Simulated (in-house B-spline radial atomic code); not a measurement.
A run on the ytterbium ion Yb⁺ (an excited or competing configuration) that did not converge. Method: scalar-relativistic (X2C) wB97X, spin-polarised, spherical fractional occupations, exact exchange averaged over the configuration, Fermi nucleus of rms radius 5.3108 fm; computed with an all-electron radial atomic-structure program (B-spline basis).

Command:
```bash
python run_scf.py task.json out
```
Settings (nuclear radius in fm, mass in u):
```
Z                70
configuration    [Kr] 4d10 4f14 5s2 5p5 6s1 6f1
hamiltonian      x2c
method           wb97x
spin_polarised   True
nucleus          fermi
rms_radius       5.3108
atomic_mass      173.93887
speed_of_light   137.035999084
exact_exchange   averaged over the configuration
```

First and last ten iterations of the last attempt (damped for 15 steps, keeping 80 % of the old Fock matrix, then DIIS):
```
 iter        energy (Eh)    residual
    1      -14057.841119    5.04e-01
    2      -14055.623731    2.93e-01
    3      -14058.881001    4.24e-02
    4      -14058.923870    2.97e-02
    5      -14058.932700    2.41e-02
    6      -14058.936237    1.85e-02
    7      -14058.938052    1.39e-02
    8      -14058.939052    1.03e-02
    9      -14058.939618    7.64e-03
   10      -14058.939947    5.66e-03
  111      -14058.940508    5.87e-05
  112      -14058.940416    2.93e-04
  113      -14058.940482    1.45e-04
  114      -14058.940468    1.61e-04
  115      -14058.940542    1.90e-04
  116      -14058.940537    2.63e-04
  117      -14058.940539    2.32e-04
  118      -14058.940233    2.43e-03
  119      -14058.939980    1.78e-03
  120      -14058.940548    1.96e-04
 not converged after 120 iterations
```

The smallest residual met was 5.9e-05; the threshold is about 7e-07. No energy from this run should be used. Run time, properties included: 58 s on 1 thread of Arm Neoverse V1 (shared host).
